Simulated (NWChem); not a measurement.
# BeGeH3Cl; SMILES [Cl][Be][GeH3]

```xyz
6

Be     0.0000     0.0000     0.7923
Cl     0.0000     0.0000     2.6136
Ge     0.0000     0.0000    -1.3937
H     -1.2074     0.7658    -1.9743
H      1.2669     0.6627    -1.9743
H     -0.0595    -1.4285    -1.9743
```
Atoms are numbered in this order, from 1.

Program: NWChem. Pople sets run with spherical d functions. Geometry: optimised at PBE0/def2-SVP. GIAO values for the isolated, static molecule; σ is the absolute isotropic shielding, δ = σ(reference) − σ with the isolated reference molecule computed at the same levels (1H: tetramethylsilane).

For level Hartree-Fock/6-31G*:

```yaml
"σ Be1 (ppm)": 97.1
"σ Cl2 (ppm)": 927.8
"σ Ge3 (ppm)": 1973.2
"δ H4 (ppm)": 3.13
```

Problem. What are these values for level BHandHLYP/pcSseg-1?

Solution. 
- σ Be1 (ppm) = 87.9
- σ Cl2 (ppm) = 844.4
- σ Ge3 (ppm) = 1791.3
- δ H4 (ppm) = 2.89
